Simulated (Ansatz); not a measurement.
Isolated molecules relaxed with PBE0-D4/def2-TZVP in Ansatz; ΔE leaves out vibrations. CCSD(T)/CBS is the MP2 limit (def2-TZVPP, def2-QZVPP) plus CCSD(T) − MP2 in def2-TZVPP, frozen cores. Double bonds are as drawn, so ΔE can hold a change between cis and trans. DFT in def2-TZVPP. Each species was taken in one conformer, which may not be the lowest.

Reaction (formal exchange of groups at the Si–B bond): `B[SiH](C)CF` + `C/N=C/Cl` → `C[SiH](Cl)CF` + `B/C=N/C`

```json
{"species": "`B[SiH](C)CF`", "B2PLYP energy (Eh)": "-494.98056"}
{"species": "`C/N=C/Cl`", "B2PLYP energy (Eh)": "-593.36792"}
{"species": "`C[SiH](Cl)CF`", "B2PLYP energy (Eh)": "-929.13625"}
{"species": "`B/C=N/C`", "B2PLYP energy (Eh)": "-159.28063"}
```

(1) Work out ΔE.

Largest T1 diagnostic among the species: 0.011.

Answers

(1) ΔE = (-929.13625) + (-159.28063) − (-494.98056) − (-593.36792) = -0.06840 Eh = -1.86 eV. CCSD(T)/CBS gives -1.88 eV.

From PBE to PBE0 (25 % exact exchange), in def2-TZVPP and without D4, ΔE moves by −0.09 eV. In def2-TZVPP, CCSD(T) changes the Hartree–Fock value by +0.15 eV (the triples alone add +0.02 eV) and MP2 by +0.08 eV.
